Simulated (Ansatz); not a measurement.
Consider the hydrogenolysis of a C–C bond: `[OH][Al]([F])[CH2]CF` + H₂ → `[CH3][Al]([OH])[F]` + `CF`.

Isolated molecules relaxed with PBE0-D4/def2-TZVP in Ansatz; ΔE leaves out vibrations. CCSD(T)/CBS is the MP2 limit (def2-TZVPP, def2-QZVPP) plus CCSD(T) − MP2 in def2-TZVPP, frozen cores. This one scheme is used for every species. Functionals use def2-TZVPP. B3LYP here is the variant with VWN-RPA as its local correlation; programs differ in this. Each species was taken in one conformer, which may not be the lowest.

`[OH][Al]([F])[CH2]CF`:

Z-matrix (Å, degrees):
```
C
C 1 1.504
Al 1 1.942 2 115.1
H 1 1.097 2 109.8 3 -121.9
H 1 1.096 2 109.9 3 122.1
F 2 1.391 1 110.6 3 179.7
H 2 1.094 1 111.9 3 60.6
H 2 1.094 1 111.9 3 -61.2
F 3 1.649 1 120.1 2 178.7
O 3 1.685 1 119.9 2 -1.4
H 10 0.955 3 125.4 1 -179.9
```

H₂:

```xyz
2

H    -0.095    0.278   -0.230
H     0.095   -0.278    0.230
```

`[CH3][Al]([OH])[F]`:

```xyz
8

C    -0.106    1.016    0.761
Al    0.057   -0.325   -0.617
O     0.121   -1.965   -0.219
F     0.137    0.095   -2.215
H     0.755    0.983    1.435
H    -0.994    0.837    1.373
H    -0.174    2.023    0.344
H     0.203   -2.666   -0.863
```

`CF`:

```xyz
5

C    -0.001    0.000    0.061
F     0.018    0.004   -1.315
H     0.446   -0.929    0.421
H    -1.035    0.071    0.404
H     0.572    0.854    0.429
```

```json
{"level": "PBE-D4", "ΔE (kJ/mol)": "-49.9", "difference from CCSD(T)/CBS": "4.2"}
{"level": "revPBE-D4", "ΔE (kJ/mol)": "-46.3", "difference from CCSD(T)/CBS": "7.8"}
{"level": "PBE0", "ΔE (kJ/mol)": "-58.7", "difference from CCSD(T)/CBS": "-4.6"}
{"level": "B3LYP", "ΔE (kJ/mol)": "-64.0", "difference from CCSD(T)/CBS": "-9.9"}
{"level": "r2SCANh", "ΔE (kJ/mol)": "-54.7", "difference from CCSD(T)/CBS": "-0.6"}
{"level": "BHLYP", "ΔE (kJ/mol)": "-66.6", "difference from CCSD(T)/CBS": "-12.5"}
{"level": "HF/def2-SVP", "ΔE (kJ/mol)": "-74.1", "difference from CCSD(T)/CBS": "-20.0"}
{"level": "MP2/def2-SVP", "ΔE (kJ/mol)": "-50.7", "difference from CCSD(T)/CBS": "3.4"}
{"level": "MP2/def2-TZVPP", "ΔE (kJ/mol)": "-52.1", "difference from CCSD(T)/CBS": "2.0"}
{"level": "SCS-MP2/def2-TZVPP", "ΔE (kJ/mol)": "-56.2", "difference from CCSD(T)/CBS": "-2.1"}
{"level": "CCSD(T)/CBS", "ΔE (kJ/mol)": "-54.1", "difference from CCSD(T)/CBS": "0"}
```

Largest T1 diagnostic among the species: 0.012.

The D4 term adds +8.1 kJ/mol with B3LYP and +4.5 kJ/mol with PBE0; it sums over pairs of atoms, weighted by their polarisabilities, and B3LYP, whose exchange is more repulsive, gets the larger term. Leaving LDA and LC-ωPBE aside and taking each functional with its dispersion term where it has one, the values, not all of them listed here, spread over 13.9 kJ/mol, from BHLYP-D4 to revPBE-D4. LDA lies +10.5 kJ/mol from PBE without D4. From BLYP to BHLYP (50 % exact exchange), in def2-TZVPP and without D4, ΔE moves by −4.0 kJ/mol.
